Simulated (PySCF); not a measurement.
## Bond curve of AsH⁻

Set-up: As aug-cc-pVDZ-DK, H aug-cc-pVDZ-DK; spin-free X2C with a Gaussian nucleus (PySCF 2.14). Energies in eV from As⁻ + H in their ground configurations at the same level. State: ²Π (doublet), unpaired electrons π ↑.

```json
{"R (Å)": "1.334", "PBE": "-2.534", "M06-2X": "-2.457", "PBE0": "-2.537", "r²SCAN": "-2.601"}
{"R (Å)": "1.396", "PBE": "-2.826", "M06-2X": "-2.737", "PBE0": "-2.816", "r²SCAN": "-2.874"}
{"R (Å)": "1.458", "PBE": "-2.998", "M06-2X": "-2.895", "PBE0": "-2.975", "r²SCAN": "-3.029"}
{"R (Å)": "1.504", "PBE": "-3.068", "M06-2X": "-2.952", "PBE0": "-3.033", "r²SCAN": "-3.084"}
{"R (Å)": "1.551", "PBE": "-3.095", "M06-2X": "-2.967", "PBE0": "-3.050", "r²SCAN": "-3.099"}
{"R (Å)": "1.597", "PBE": "-3.090", "M06-2X": "-2.948", "PBE0": "-3.033", "r²SCAN": "-3.082"}
{"R (Å)": "1.660", "PBE": "-3.043", "M06-2X": "-2.882", "PBE0": "-2.971", "r²SCAN": "-3.018"}
{"R (Å)": "1.737", "PBE": "-2.936", "M06-2X": "-2.752", "PBE0": "-2.845", "r²SCAN": "-2.892"}
{"R (Å)": "1.830", "PBE": "-2.761", "M06-2X": "-2.550", "PBE0": "-2.648", "r²SCAN": "-2.696"}
{"R (Å)": "1.954", "PBE": "-2.487", "M06-2X": "-2.240", "PBE0": "-2.344", "r²SCAN": "-2.395"}
```

Q: Put a parabola through the three lowest points of the PBE curve and estimate Re, k and ωe (reduced mass 0.9944 u; 1 eV/Å² = 0.16022 mdyn/Å; ωe = 1302.8·√(k/μ) cm⁻¹).

A: Through R = 1.504, 1.551, 1.597 Å the second-order coefficient is 7.35 eV/Å², so Re ≈ 1.567 Å, k ≈ 2.35 mdyn/Å and ωe ≈ 2004 cm⁻¹. A polynomial fit of higher order to the unrounded PBE energies gives Re = 1.566 Å, k = 2.28 mdyn/Å, ωe = 1974 cm⁻¹; anharmonicity and rounding make the difference.

The higher-order fit for each curve: PBE: Re = 1.566 Å, ωe = 1974 cm⁻¹, De = 3.10 eV; M06-2X: Re = 1.547 Å, ωe = 2085 cm⁻¹, De = 2.97 eV; PBE0: Re = 1.549 Å, ωe = 2057 cm⁻¹, De = 3.05 eV; r²SCAN: Re = 1.547 Å, ωe = 2051 cm⁻¹, De = 3.10 eV.

Spin–orbit coupling is left out. For an ion De counts to the pair picked by the measured ionisation energies or electron affinities, which need not be the lowest pair at this level. The highest Kohn–Sham level is positive in this anion. Much of that is self-interaction error, but it also means that the finite basis helps to hold the extra electron. The state was picked by a PBE0 search and need not be the measured ground state.
